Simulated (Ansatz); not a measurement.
Relaxation of BClFH$_{3}$O (7 atoms, charge 0, multiplicity 1), to a largest force component of 0.03 eV/Å in at most 50 steps.

Level of theory: RKS PBE-D4/def2-SVP in Ansatz 0.2.0.

```xyz
7
Properties=species:S:1:pos:R:3
B -0.063 -0.230 0.118
O -0.082 -0.424 1.491
H -0.995 -0.553 1.815
H 0.999 -0.095 -0.445
F -1.207 -0.278 -0.572
Cl 0.100 2.739 0.861
H 0.375 1.727 1.691
```

Task: Where does it end, and by what steps?

Result: The forces met the threshold. The force dipped under the threshold on the way, but the program's further checks kept it going. After 28 steps the energy has fallen by 0.079 eV; F5 moved furthest, 1.22 Å.

```tsv
step	energy less start (eV)	largest force component (eV/Å)	accepted
0	0.0000	0.712	yes
1	-0.0165	0.968	yes
2	-0.0497	0.350	yes
3	-0.0600	0.152	yes
4	-0.0634	0.211	yes
5	-0.0652	0.172	yes
6	-0.0682	0.090	yes
7	-0.0694	0.232	yes
8	-0.0710	0.088	yes
9	-0.0715	0.039	yes
10	-0.0728	0.074	yes
11	-0.0712	0.283	no
12	-0.0740	0.036	yes
13	-0.0746	0.138	yes
14	-0.0744	0.179	no
15	-0.0755	0.037	yes
16	-0.0756	0.047	yes
17	-0.0763	0.040	yes
18	-0.0723	0.367	no
19	-0.0764	0.024	yes
20	-0.0769	0.072	yes
21	-0.0765	0.150	no
22	-0.0774	0.034	yes
23	-0.0777	0.068	yes
24	-0.0779	0.055	yes
25	-0.0780	0.070	yes
26	-0.0783	0.065	yes
27	-0.0785	0.046	yes
28	-0.0787	0.021	yes
```

```xyz
7
Properties=species:S:1:pos:R:3
B -0.148 -0.410 -0.024
O -0.389 0.103 1.215
H -1.115 -0.349 1.691
H 0.719 0.079 -0.708
F -0.872 -1.445 -0.461
Cl 0.691 3.068 1.635
H 0.242 1.838 1.611
```

Time of the run: 67 s on 1 thread of Arm Neoverse V1 (shared host), peak memory 0.15 GiB.
